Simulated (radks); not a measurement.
Question: The mean radii <r> (bohr) of the occupied orbitals of an atom or ion are listed with their occupations. All-electron calculation, Dirac Kohn-Sham, PBE, spin-unpolarised, spherical densities, finite nucleus; Fermi nuclear charge, rms radius of each element as measured or else 0.836 A^(1/3) + 0.57 fm. Program: a radial shooting solver on a logarithmic mesh with Libxc functionals.

| orbital | occ. | <r> |
|---|---|---|
| 1s1/2 | 2 | 0.07681 |
| 2s1/2 | 2 | 0.3609 |
| 2p1/2 | 2 | 0.3219 |
| 2p3/2 | 4 | 0.3243 |
| 3s1/2 | 2 | 0.9989 |

Name the element and its charge. Open shells, if any, fill j = l - 1/2 first.

Answer: Z = 20, calcium, charge +8: Ca8+ in [Ne] 3s2. The 1s radius gives Z: for a bare nucleus <r> = (2 gamma + 1)/(2Z) with gamma = sqrt(1 - (Z/c)^2), 0.07446 bohr for Z = 20, and screening makes it slightly larger (0.07681 here). The occupations add up to 12, and the charge is Z minus that.
